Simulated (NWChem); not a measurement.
System: CH₇BSi; SMILES CB[SiH3]

All runs: NWChem. Geometry: optimised at PBE-D3(BJ)/def2-SVP. Total energies compare along this basis series because the functional is fixed.

```json
[
 {"level": "PBE0/cc-pVDZ", "basis functions": "81", "energy (Ha)": "-356.4083", "highest occupied level (eV)": "-7.87", "orbital gap (eV)": "6.14", "dipole (D)": "1.32"},
 {"level": "PBE0/aug-cc-pVDZ", "basis functions": "136", "energy (Ha)": "-356.4123", "highest occupied level (eV)": "-7.93", "orbital gap (eV)": "6.10", "dipole (D)": "1.24"},
 {"level": "PBE0/cc-pVTZ", "basis functions": "192", "energy (Ha)": "-356.4420", "highest occupied level (eV)": "-7.94", "orbital gap (eV)": "6.10", "dipole (D)": "1.28"}
]
```
